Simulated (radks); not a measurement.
Results of a calculation; reference values are marked as such.
The technetium ion Tc2+ inside a hard spherical wall (all orbitals vanish at R), configuration held at [Kr] 4d5 and not refilled when levels cross. Code: a radial shooting solver on a logarithmic mesh with Libxc functionals. Model: scalar-relativistic Kohn-Sham, r2SCAN, spin-polarised, spherical densities, finite nucleus; open shells are filled with parallel spins first (spin-orbit coupling, left out, can overturn this in heavy ions); meta-GGA in the generalised Kohn-Sham scheme; Fermi nuclear charge, rms radius 4.4112 fm. Eigenvalues in eV for spin up, with the zero of energy where the potential of the charges vanishes at infinity; a dash marks a level that is unbound or too diffuse for the functional's potential to be trusted. A positive occupied level is held by the wall or, in an anion where self-interaction has pushed it up, behind a barrier. The pressure on the wall is -dE/dV.

R (bohr)  E (hartree)  kinetic (hartree)    e(3d)    e(4s)    e(4p)    e(4d)  e(5s, empty)  e(5p, empty)  pressure (GPa)
free      -4285.51705           4425.240  -268.53  -93.019  -64.446  -24.143       -18.631       -12.835               0
20        -4285.51705           4425.240  -268.53  -93.019  -64.446  -24.143       -18.631       -12.835        < 0.0001
10        -4285.51705           4425.240  -268.53  -93.019  -64.446  -24.143       -18.631       -12.833        < 0.0001
8         -4285.51704           4425.240  -268.53  -93.019  -64.445  -24.142       -18.626       -12.792        0.000650
6         -4285.51631           4425.249  -268.49  -92.981  -64.409  -24.108       -18.454       -12.220           0.107
5         -4285.51041           4425.303  -268.25  -92.779  -64.218  -23.918       -17.716       -10.670            1.34
4         -4285.46122           4425.650  -266.99  -91.771  -63.269  -22.886       -14.271        -5.177            17.2
3.5       -4285.35500           4426.286  -265.11  -90.355  -61.927  -21.278        -9.162         1.931            66.5
2.5       -4283.90361           4433.702  -251.22  -80.796  -52.169   -8.384        30.232        49.447            1510
2         -4279.44587           4453.159  -226.89  -63.218  -32.656   16.829        103.95        130.25            9940
